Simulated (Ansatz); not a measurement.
Dissociation curve of OH (cation, charge +1), triplet.

- UKS-PBE0 = unrestricted PBE0/aug-cc-pVDZ (Ansatz, a quantum-chemistry and plane-wave program)
- UKS-PBE = unrestricted PBE/aug-cc-pVDZ (Ansatz)
- UKS-BLYP = unrestricted BLYP/aug-cc-pVDZ (Ansatz)
- FCI = full CI/aug-cc-pVDZ, frozen core (Ansatz)

Cost and accuracy over the 23 points of the scan, with FCI as yardstick. Costs are rough ratios of core time within Ansatz on shared cores, each with its mean field (Kohn-Sham runs search longer for lower solutions than correlated ones do); the miss is the largest error against full CI of the curve after the mean shift, in kJ/mol.

Q: Which is the cheapest of these levels that stays within 110 kJ/mol of FCI?

A: UKS-PBE0.

| level | relative cost | largest error |
|---|---|---|
| UKS-PBE0 | 1 | 86.5 |
| UKS-PBE | 2 | 126.9 |
| UKS-BLYP | 2 | 131.9 |

Costs within a factor of two of each other count as equal.

The unrestricted determinant behind UKS-PBE0 is spin-contaminated at 1.71 to 4.10 Å (<S²> up to 2.5, against 2.00 for a pure triplet). The unrestricted determinant behind UKS-PBE, UKS-BLYP is spin-contaminated at 1.84 to 4.10 Å (<S²> up to 2.5, against 2.00 for a pure triplet).
